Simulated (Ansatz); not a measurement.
CH₆In₂O from Hartree–Fock to CCSD(T)

Z-matrix (Å, degrees):
```
In
In 1 3.244
O 1 2.285 2 39.8
C 1 2.218 2 40.0 3 -179.6
H 1 1.730 2 116.6 3 -79.6
H 1 1.731 2 116.2 3 80.0
H 2 1.701 1 155.3 3 -0.8
H 3 0.958 1 132.7 2 179.5
H 4 1.092 1 115.2 2 -116.5
H 4 1.092 1 115.1 2 116.4
```

Total charge 0; spin multiplicity 1. Correlated methods include outer-core shells of In, which these sets cover unevenly. In takes the def2 core potential. The bonds changed during the relaxation, so this is another structure than the one it started from. The geometry is a stationary point of PBE0-D4/def2-TZVP. It is one conformer, not always the lowest. Frozen core, restricted reference, Ansatz.

```csv
basis,HF (Eh),MP2 corr.,CCSD corr.,(T),CCSD(T) total
def2-SVP,-494.52168,-0.52547,-0.56714,-0.01729,-495.10611
def2-TZVPP,-494.67764,-1.01918,-1.03015,-0.03562,-495.74341
def2-QZVPP,-494.68620,-1.42829,–,–,–
```
